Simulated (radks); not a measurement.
Isoelectronic series with 6 electrons, each ion in its NIST ground configuration. Method: scalar-relativistic Kohn-Sham, BLYP, spin-polarised, spherical densities, point nucleus; open shells are filled with parallel spins first (spin-orbit coupling, left out, can overturn this in heavy ions); computed with a radial shooting solver on a logarithmic mesh with Libxc functionals. Total energies (hartree) and orbital eigenvalues (hartree) (* marks an orbital that is empty in some or all of the ions):

| ion | configuration | E (hartree) | 2p down* | 2p up | 2s down |
|---|---|---|---|---|---|
| C | [He] 2s2 2p2 | -37.85970 | -0.13704 | -0.21752 | -0.43678 |
| S10+ | [He] 2s2 2p2 | -336.18693 | -17.04768 | -17.55659 | -18.64615 |
| Sc15+ | [He] 2s2 2p2 | -599.61654 | -34.96893 | -35.68920 | -37.31178 |
| Fe20+ | [He] 2s2 2p2 | -940.53721 | -59.23158 | -60.16317 | -62.46060 |
| Ga25+ | [He] 2s2 2p2 | -1360.36851 | -89.89133 | -91.03461 | -94.23380 |
| Kr30+ | [He] 2s2 2p2 | -1860.90161 | -127.0197 | -128.3754 | -132.8138 |
| Nb35+ | [He] 2s2 2p2 | -2444.33793 | -170.7036 | -172.2725 | -178.4279 |
| Pd40+ | [He] 2s2 2p2 | -3113.33991 | -221.0453 | -222.8286 | -231.3546 |
| Sb45+ | [He] 2s2 2p2 | -3871.09714 | -278.1626 | -280.1616 | -291.9306 |
| Ba50+ | [He] 2s2 2p2 | -4721.4119 | -342.1895 | -344.4058 | -360.5613 |
| Pm55+ | [He] 2s2 2p2 | -5668.8103 | -413.2768 | -415.7121 | -437.7336 |
| Dy60+ | [He] 2s2 2p2 | -6718.6889 | -491.5923 | -494.2489 | -524.0339 |
| Lu65+ | [He] 2s2 2p2 | -7877.5086 | -577.3224 | -580.2026 | -620.1704 |
